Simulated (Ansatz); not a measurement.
A CCSD(T) single point on H7OPSi2, SMILES `O[SiH2]P[SiH3]`.

```yaml
crystal:
  periodic: [false, false, false]
  atoms:
    - {symbol: O, position_ang: [-1.295086, 0.698386, -1.298925]}
    - {symbol: Si, position_ang: [-0.071908, 1.500082, -0.536913]}
    - {symbol: P, position_ang: [0.898133, 0.433570, 1.185995]}
    - {symbol: Si, position_ang: [0.627984, -1.654109, 0.390138]}
    - {symbol: H, position_ang: [-2.046243, 0.420746, -0.772731]}
    - {symbol: H, position_ang: [-0.533941, 2.812216, -0.006870]}
    - {symbol: H, position_ang: [0.960877, 1.698933, -1.578900]}
    - {symbol: H, position_ang: [-0.266725, 0.420290, 2.001675]}
    - {symbol: H, position_ang: [-0.790676, -2.016387, 0.134991]}
    - {symbol: H, position_ang: [1.397368, -1.756842, -0.876079]}
    - {symbol: H, position_ang: [1.185518, -2.613986, 1.378323]}
basis:
  gaussian: {orbitals: def2-TZVPP}
correlation: {method: ccsd_t}
```

```sh
$ ansatz run in.yaml --threads 4 --pin off --events-out ev --progress --plain --max-ram 10444MiB
```

The program prints (abridged):

```
Functional definition: HF
1466 factors; integrals over basis functions are off by at most 7.1e-4 eV
mean field evaluation 1: about -27144.1233 eV, gradient 3.7e1 eV
mean field evaluation 2: about -27144.4853 eV, gradient 3.7e1 eV
mean field evaluation 4: about -27147.8161 eV, gradient 3.8e0 eV
mean field evaluation 8: about -27147.8979 eV, gradient 2.6e-1 eV
mean field evaluation 16: about -27147.8984 eV, gradient 1.7e-6 eV
mean field -27147.89839194 eV, -997.6668643973 hartree, gradient 1.7e-6 eV, S^2 0.000000; 0 other end points of the search recorded, 0 dependent functions left out
16 core orbitals not correlated: weight in the atoms' cores, before any rotation towards them, 1.000 or more for the frozen orbitals, at most 0.000 for the correlated occupied ones
reference -27147.89839194 eV, -997.6668643973 hartree; 13, 13 occupied and 226, 226 virtual orbitals, 1466 factors
second order -17.77001455 eV of doubles, -0.00000000 eV of singles
cycle   1  -18.70618467 eV  change   -9.4e-1 eV  update   1.0e-1
cycle   2  -19.25102877 eV  change   -5.4e-1 eV  update   3.1e-2
cycle   3  -19.34872855 eV  change   -9.8e-2 eV  update   1.5e-2
cycle   4  -19.34047613 eV  change    8.3e-3 eV  update   3.9e-3
cycle   5  -19.33812503 eV  change    2.4e-3 eV  update   1.6e-3
cycle   6  -19.33803899 eV  change    8.6e-5 eV  update   4.7e-4
cycle   7  -19.33775789 eV  change    2.8e-4 eV  update   1.7e-4
cycle   8  -19.33775317 eV  change    4.7e-6 eV  update   5.6e-5
cycle   9  -19.33777663 eV  change   -2.3e-5 eV  update   2.3e-5
perturbative correction -0.74179349 eV, -0.0272604078 hartree
Total energy: -27167.97796205 eV, -998.4047749885 hartree
```

Hardware: 4 threads of an Intel Xeon 6975P-C on a shared host. Wall time 35 s, peak host memory 5.6 GiB.

The correlation energy is -20.080 eV, 3.7 % of it from (T); the T1 diagnostic reads 0.0130.
